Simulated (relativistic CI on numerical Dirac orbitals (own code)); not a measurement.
Slater and spin-orbit integrals, F VI

Method of calculation: Dirac-Coulomb-Breit CI, separate exchange-only KLI orbitals for each configuration, QED by a radiative potential, valence Slater integrals scaled by 0.85, P86 correlation energy added to each configuration (own radial code, finite nucleus).

Slater integrals F^k, G^k are unscaled and averaged over j, outside the closed core 1s2; ζ comes from projecting the Hamiltonian with its Breit term on Σ l·s of the shell.

- 2s2p: G^1(2s,2p) = 152380, ζ(2p) = 568.18 cm⁻¹; <r>(2s) = 0.8053, <r^2>(2s) = 0.7594, <r>(2p) = 0.7277, <r^2>(2p) = 0.643 (bohr units).
- 2p²: F^2(2p,2p) = 129330, ζ(2p) = 552.32 cm⁻¹; <r>(2p) = 0.7333, <r^2>(2p) = 0.6534 (bohr units).
- 2p3s: ζ(2p) = 629.79, G^1(2p,3s) = 13307 cm⁻¹; <r>(2p) = 0.7077, <r^2>(2p) = 0.6092, <r>(3s) = 1.97, <r^2>(3s) = 4.396 (bohr units).

Averages of the first 10 configurations, taken without configuration mixing, which lowers the lowest level and can move excited configurations by several eV; other configurations of the list can lie among them:

```tsv
Configuration	Parity	States	Average energy above the lowest level (eV)
2s²	even	1	2.2
2s2p	odd	12	14.8
2p²	even	15	33.2
2p3s	odd	12	108.3
2p3p	even	36	112.7
2s3s	even	4	93.3
2s3p	odd	12	98.2
2s3d	even	20	101.1
2s4s	even	4	122.7
2s4p	odd	12	124.6
```
